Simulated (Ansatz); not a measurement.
Basis-set extrapolation for Cl2F2H2SSi2 (`F[Si](F)(Cl)S[SiH2]Cl`) (PBE0-D4/def2-TZVP geometry, frozen core, Ansatz 0.2.0). Multiplicity 1, RHF reference.

```csv
,def2-TZVPP,def2-QZVPP
HF,-2094.905772,-2094.970525
MP2 correlation,-1.276564,-1.401046
CCSD(T) correlation,-1.385659,not run
```

Energies in hartree. Use E(X) = E(∞) + A·exp(−7.88·√X) for Hartree–Fock and E(X) = E(∞) + B·X^(−2.97) for correlation, with X = 3 and 4, and add CCSD(T) minus MP2 of the smaller set to the MP2 limit.

**Question.** What is the CCSD(T) energy at the basis-set limit?

**Answer.** HF limit: -2094.970525 + (-0.064753) × 0.13774 = -2094.97944. MP2 limit: -1.401046 + (-0.124482) × 0.74074 = -1.49325. Higher-order term: -1.385659 − (-1.276564) = -0.10909. Total: -2096.58178 hartree, 762.3 kJ/mol below CCSD(T)/def2-TZVPP.
